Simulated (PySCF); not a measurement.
Selenium: a sound run and one with changed settings

Sound run: Se(2+) [Ar] 3d10 4s2 4p2, Se(3+) [Ar] 3d10 4s2 4p1. Calculation: PySCF 2.14, in x2c-SVPall (5s4p3d, 32 functions); scalar relativity by spin-free X2C-1e. The sound run starts from symmetry-adapted Hartree-Fock orbitals and uses a fine grid where one is needed.

A second run was set up differently.

```tsv
species	method	sound run (hartree)	changed run (hartree)	converged
Se(2+)	UHF	-2426.56207	-2426.56207	yes
Se(2+)	TPSS	-2428.18424	-2428.17890	yes
Se(2+)	M06-2X	-2428.34856	-2428.37313	yes
Se(3+)	UHF	-2425.42448	-2425.42448	yes
Se(3+)	TPSS	-2427.02207	-2427.01649	yes
Se(3+)	M06-2X	-2427.19564	-2427.22260	yes
```

Ionisation energy of Se(2+):

```json
{"method": "UHF", "sound run (eV)": "30.956", "changed run (eV)": "30.956"}
{"method": "TPSS", "sound run (eV)": "31.624", "changed run (eV)": "31.631"}
{"method": "M06-2X", "sound run (eV)": "31.372", "changed run (eV)": "31.307"}
```

Question: What was changed?
A. minimal basis
B. radial grid too coarse
C. basis contracted for another Hamiltonian
D. too few SCF iterations

Answer: B. It used radial step 0.3 in ln r (0.13 in the sound run). A coarse radial grid mis-integrates the density and the exchange-correlation energy, with errors of either sign; Hartree-Fock needs no grid.
